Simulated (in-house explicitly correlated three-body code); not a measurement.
Computed with an exponentially correlated three-body code. Model: two electrons around a point charge, non-relativistic, variational in 260 exponentially correlated functions (energies converged to about 1e-7 hartree, or 1e-8 relative for large Z).

Command:
```bash
python run_hyl.py task.json out
```
Settings (lengths in bohr, energies in hartree):
```
Z                      4
nuclear_mass           10
interaction_strength   1
functions              260
states_tried           13
```

Run time, properties included: 65 s on 1 thread of Arm Neoverse N1, with other jobs on the host.

**Those bound S and P states to n = 4 that converged, binding against the one-electron ion.**

Given: nuclear charge 4; mass of the centre 10 electron masses.

Computed: one-electron threshold -7.27272727 hartree.

```json
{"term": "1 1S", "energy (hartree)": "-12.3979834", "binding (eV)": "139.47"}
{"term": "2 3S", "energy (hartree)": "-8.45241169", "binding (eV)": "32.101"}
{"term": "2 3P", "energy (hartree)": "-8.41190314", "binding (eV)": "30.999"}
{"term": "2 1S", "energy (hartree)": "-8.3559079", "binding (eV)": "29.475"}
{"term": "2 1P", "energy (hartree)": "-8.24179759", "binding (eV)": "26.37"}
{"term": "3 3S", "energy (hartree)": "?", "binding (eV)": "?"}
{"term": "3 3P", "energy (hartree)": "?", "binding (eV)": "?"}
{"term": "3 1S", "energy (hartree)": "-7.74598165", "binding (eV)": "12.878"}
{"term": "3 1P", "energy (hartree)": "-7.71303658", "binding (eV)": "11.981"}
{"term": "4 3S", "energy (hartree)": "-7.54714208", "binding (eV)": "7.4672"}
{"term": "4 1S", "energy (hartree)": "-7.53677084", "binding (eV)": "7.185"}
```

Task: What belongs in the row 3 3S?

Result: energy (hartree): -7.77163432; binding (eV): 13.576.

Task: What belongs in the row 3 3P?

Result: energy (hartree): -7.7587061; binding (eV): 13.224.

**Converged states only, values per electron or pair.**

```json
{"term": "1 1S", "mean r (bohr)": "0.45587", "mean r squared (bohr²)": "0.28105", "mean inverse r (1/bohr)": "3.3524", "mean r12 (bohr)": "0.66881", "mean inverse r12 (1/bohr)": "2.0229", "mean cosine": "0.0013064", "mean p1 dot p2 (bohr⁻²)": "-0.023613", "delta r1 (bohr⁻³)": "12.928", "delta r12 (bohr⁻³)": "1.18"}
{"term": "2 3S", "mean r (bohr)": "?", "mean r squared (bohr²)": "?", "mean inverse r (1/bohr)": "?", "mean r12 (bohr)": "?", "mean inverse r12 (1/bohr)": "?", "mean cosine": "?", "mean p1 dot p2 (bohr⁻²)": "?", "delta r1 (bohr⁻³)": "?", "delta r12 (bohr⁻³)": "-"}
{"term": "2 3P", "mean r (bohr)": "1.0177", "mean r squared (bohr²)": "1.7074", "mean inverse r (1/bohr)": "2.1931", "mean r12 (bohr)": "1.7056", "mean inverse r12 (1/bohr)": "0.72123", "mean cosine": "-0.054317", "mean p1 dot p2 (bohr⁻²)": "-0.84602", "delta r1 (bohr⁻³)": "7.5003", "delta r12 (bohr⁻³)": "-"}
{"term": "2 1S", "mean r (bohr)": "?", "mean r squared (bohr²)": "?", "mean inverse r (1/bohr)": "?", "mean r12 (bohr)": "?", "mean inverse r12 (1/bohr)": "?", "mean cosine": "?", "mean p1 dot p2 (bohr⁻²)": "?", "delta r1 (bohr⁻³)": "?", "delta r12 (bohr⁻³)": "?"}
{"term": "2 1P", "mean r (bohr)": "1.1871", "mean r squared (bohr²)": "2.4047", "mean inverse r (1/bohr)": "2.1402", "mean r12 (bohr)": "1.9939", "mean inverse r12 (1/bohr)": "0.63777", "mean cosine": "0.032042", "mean p1 dot p2 (bohr⁻²)": "0.30807", "delta r1 (bohr⁻³)": "7.7178", "delta r12 (bohr⁻³)": "0.022479"}
{"term": "3 3S", "mean r (bohr)": "2.467", "mean r squared (bohr²)": "11.718", "mean inverse r (1/bohr)": "1.9781", "mean r12 (bohr)": "4.544", "mean inverse r12 (1/bohr)": "0.28168", "mean cosine": "0.0041766", "mean p1 dot p2 (bohr⁻²)": "-0.03996", "delta r1 (bohr⁻³)": "7.8158", "delta r12 (bohr⁻³)": "-"}
{"term": "3 3P", "mean r (bohr)": "2.3468", "mean r squared (bohr²)": "10.667", "mean inverse r (1/bohr)": "1.9785", "mean r12 (bohr)": "4.3091", "mean inverse r12 (1/bohr)": "0.31032", "mean cosine": "-0.0090295", "mean p1 dot p2 (bohr⁻²)": "-0.22009", "delta r1 (bohr⁻³)": "7.626", "delta r12 (bohr⁻³)": "-"}
{"term": "3 1S", "mean r (bohr)": "2.5845", "mean r squared (bohr²)": "12.964", "mean inverse r (1/bohr)": "1.9734", "mean r12 (bohr)": "4.776", "mean inverse r12 (1/bohr)": "0.29535", "mean cosine": "0.0013306", "mean p1 dot p2 (bohr⁻²)": "-0.068286", "delta r1 (bohr⁻³)": "7.8006", "delta r12 (bohr⁻³)": "0.050456"}
{"term": "3 1P", "mean r (bohr)": "2.5771", "mean r squared (bohr²)": "13.053", "mean inverse r (1/bohr)": "1.965", "mean r12 (bohr)": "4.7577", "mean inverse r12 (1/bohr)": "0.29378", "mean cosine": "0.012046", "mean p1 dot p2 (bohr⁻²)": "0.068827", "delta r1 (bohr⁻³)": "7.6665", "delta r12 (bohr⁻³)": "0.0082263"}
{"term": "4 3S", "mean r (bohr)": "4.3101", "mean r squared (bohr²)": "37.999", "mean inverse r (1/bohr)": "1.9071", "mean r12 (bohr)": "8.2198", "mean inverse r12 (1/bohr)": "0.16237", "mean cosine": "0.0028082", "mean p1 dot p2 (bohr⁻²)": "-0.028334", "delta r1 (bohr⁻³)": "7.7195", "delta r12 (bohr⁻³)": "-"}
{"term": "4 1S", "mean r (bohr)": "4.4675", "mean r squared (bohr²)": "40.976", "mean inverse r (1/bohr)": "1.9052", "mean r12 (bohr)": "8.5335", "mean inverse r12 (1/bohr)": "0.16776", "mean cosine": "0.001629", "mean p1 dot p2 (bohr⁻²)": "-0.039342", "delta r1 (bohr⁻³)": "7.7142", "delta r12 (bohr⁻³)": "0.021099"}
```

Task: What belongs in the row 2 3S?

Result: mean r (bohr): 1.1696; mean r squared (bohr²): 2.2742; mean inverse r (1/bohr): 2.1875; mean r12 (bohr): 1.982; mean inverse r12 (1/bohr): 0.59513; mean cosine: 0.0068743; mean p1 dot p2 (bohr⁻²): -0.032133; delta r1 (bohr⁻³): 8.2399.

Task: What belongs in the row 2 1S?

Result: mean r (bohr): 1.2477; mean r squared (bohr²): 2.6428; mean inverse r (1/bohr): 2.17; mean r12 (bohr): 2.1266; mean inverse r12 (1/bohr): 0.64852; mean cosine: -0.0036018; mean p1 dot p2 (bohr⁻²): -0.14971; delta r1 (bohr⁻³): 8.1661; delta r12 (bohr⁻³): 0.17203.
